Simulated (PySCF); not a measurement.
Run record: geometry optimisation, `[F][Hg]` [radical].

Method: PBE0-D3(BJ)/def2-SVP geometry optimisation, gas phase, def2 core potentials past Kr (PySCF 2.14.0). Start geometry: GFN2-xTB. A driver script takes a list of jobs; this job's settings line and coordinates (Å) are shown.

Input:
```
{"job": {"xc": "PBE0", "basis": "def2-SVP", "d3": "d3bj", "grid": 1, "maxiter": 30, "shake": 0.01, "kind": "geom"}, "charge": 0, "multiplicity": 2}
F      1.166010    -0.029180     0.002220
Hg    -1.148520     0.000360    -0.014340
```

Output:
```
step   0  E = -253.09702622  max force = 0.025052
step   1  E = -253.10467009  max force = 0.010813
step   2  E = -253.10531349  max force = 0.000072
step   3  E = -253.10531370  max force = 0.000022
optimisation converged
```

Energies in Eh; «max force» is the largest Cartesian gradient component in Eh/bohr.

Question: Give the first gradient maximum in eV/Å.

Answer: With 1 Eh/bohr = 51.422 eV/Å, 1.288 eV/Å.

Question: How much energy does the optimisation release, in kJ/mol?

Answer: E(step 0) − E(last step) = 0.008287 Eh, which is 21.8 kJ/mol.

Summary of the converged run: final energy -253.10531 Eh after 3 steps; dipole 2.77 D.

Question: Give the final coordinates.

Answer: 0.128 Å rms from the input after alignment:
```
atom  x, y, z in Å
F1     1.0376   -0.0244    0.0016
Hg2   -1.0202   -0.0044   -0.0136
```

Question: Estimate the wall time. Hardware: one thread of an Arm Neoverse N1, shared host. And the peak memory of the process?

Answer: About 12 s, with 0.26 GiB resident at the peak, the Python interpreter and its libraries included.
Labels such as C1 count atoms from 1, the log's own numbers from 0.
